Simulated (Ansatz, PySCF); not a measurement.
Process, species as SMILES: C[Si](C)(N)N + 4 [H][H] (H2) → 2 C (CH4) + 2 N (NH3) + [SiH4] (SiH4)
Structures are relaxed separately at B3LYP-D3(BJ)/def2-TZVP in Ansatz (a quantum-chemistry and plane-wave program), one conformer each, not searched for the lowest. Frequencies are from Ansatz or PySCF.

Wanted: energy of full hydrogenation (enthalpy at 298 K, with B3LYP-D3(BJ) rigid-rotor harmonic-oscillator terms), in kcal/mol. Correlated levels leave the core frozen unless marked. Spin-orbit coupling is left out. No relativistic terms. Basis-set limits of correlation are two-point, X^-3; Hartree-Fock from the larger set.

```tsv
level	program	energy of full hydrogenation (kcal/mol)
PBE-D3(BJ)/def2-TZVPD	Ansatz + dftd3	[?]
BLYP-D4/def2-TZVPD	Ansatz + dftd4	[?]
PBE0/def2-SVP	Ansatz	[?]
PBE0-D4/def2-TZVP	Ansatz + dftd4	15.9
r2SCANh/def2-TZVPD	Ansatz	17.2
B2GP-PLYP-D4/def2-TZVPD	Ansatz + dftd4	17.2
CCSD/aug-cc-pV(T+d)Z	Ansatz	12.8
CCSD(T)/CBS(cc-pV(T+d)Z,cc-pV(Q+d)Z)	Ansatz	[?]
```

**Question.** Fill in the missing entries.

**Answer.** 
- PBE-D3(BJ)/def2-TZVPD, energy of full hydrogenation (kcal/mol): 15.4
- BLYP-D4/def2-TZVPD, energy of full hydrogenation (kcal/mol): 17.0
- PBE0/def2-SVP, energy of full hydrogenation (kcal/mol): 6.2
- CCSD(T)/CBS(cc-pV(T+d)Z,cc-pV(Q+d)Z), energy of full hydrogenation (kcal/mol): 18.7
